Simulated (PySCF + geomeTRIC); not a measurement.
A geometry relaxed with PySCF + geomeTRIC with B3LYP-D3(BJ)/def2-TZVP, charge 0, multiplicity 1:

```xyz
5

H     -1.0179     1.4347    -0.1854
H     -1.7047    -1.2577     0.0110
Al    -0.6535    -0.0889    -0.0299
S      1.4501    -0.6704     0.1447
H      1.9162     0.5881     0.0616
```

Write the SMILES of this molecule.

`[AlH2][SH]`
